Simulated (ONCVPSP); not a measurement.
# What one change does to a pseudopotential (Ag (Z = 47), ONCV)

ONCVPSP 4.0.1 input, shortened (lines: element, Z, core and valence counts, functional; n l f; lmax; l rc ep ncon nbas qcut; lloc lpopt rc5 dvloc0; l nproj debl; icmod fcfact rcfact), PBE, scalar-relativistic:

```
  Ag 47.00    7    4        4      upf
    1    0    2.00
    2    0    2.00
    2    1    6.00
    3    0    2.00
    3    1    6.00
    3    2   10.00
    4    0    2.00
    4    1    6.00
    4    2   10.00
    5    0    0.75
    5    1    0.25
    2
    0    2.25    0.00    4    8    2.60
    1    1.95    0.00    4    8    5.50
    2    1.65    0.00    4    8   10.10
    4    4    1.35    0.00
    0    1    2.80
    1    2    2.70
    2    2    1.80
    3    2.25    1.55
```

All-electron outer shells of the reference configuration (PBE, scalar-relativistic, ld1.x):

```
shell  level (eV)  outermost node (bohr)  outermost maximum (bohr)
   3d     -359.03                      –                      0.27
   4s      -95.62                   0.44                      0.82
   4p      -59.14                   0.44                      0.87
   4d       -8.00                   0.43                      1.04
   5s       -4.80                   1.11                      2.49
   5p       -1.04                   1.25                      3.76
```

Change: d: qcut 11.8.

Cutoffs: the cutoffs (Ha) at which the residual kinetic energy of the hardest occupied pseudo-wave falls to 1 and 0.1 mHa per electron; they do not see the model core or the augmentation charge, which bear on the density cutoff. Errors are all-electron minus pseudo energies relative to the spin-unpolarised reference configuration.

Task: How do hardness, ghosts and transferability respond?

Result: The potential gets neither clearly harder nor softer (32 Ha and 46 Ha → 35 Ha and 46 Ha); both files keep a bound ghost (s); the errors of the 3 common tests hardly move.

```tsv
quantity	base	changed
cutoff, loose	32 Ha	35 Ha
cutoff, tight	46 Ha	46 Ha
loose cutoff by channel	s 4.5 Ha, p 15 Ha, d 32 Ha	s 4.5 Ha, p 15 Ha, d 35 Ha
bound ghosts	s	s
GHOST(+) flags under 300 eV	none	none
tests with a reliable result	3 of 4	3 of 4
error for 4p6 4d10 5s1 5p0, meV [ΔE -0.93 eV]	-0.1	-0.1
error for 4p6 4d10 5s0 5p0, meV [ΔE 6.83 eV]	-5.9	-6.0
error for 4p6 4d9 5s1 5p0, meV [ΔE 12.23 eV]	-14	-15
s: phases at 2.28 bohr within 0.05 rad from the reference energy up to (Ha; the scan ends near 5)	1.9	1.9
p: phases at 1.98 bohr within 0.05 rad from the reference energy up to (Ha; the scan ends near 5)	4.5	4.5
d: phases at 1.67 bohr within 0.05 rad from the reference energy up to (Ha; the scan ends near 5)	to the end of the scan	to the end of the scan
rms error of d²Exc/dni dnj with the model core, mHa	0.50	0.50
```

 A true bound ghost makes a file unfit for plane-wave use even where its test errors are small: the radial tests pick states by their node count and pass the ghost by.
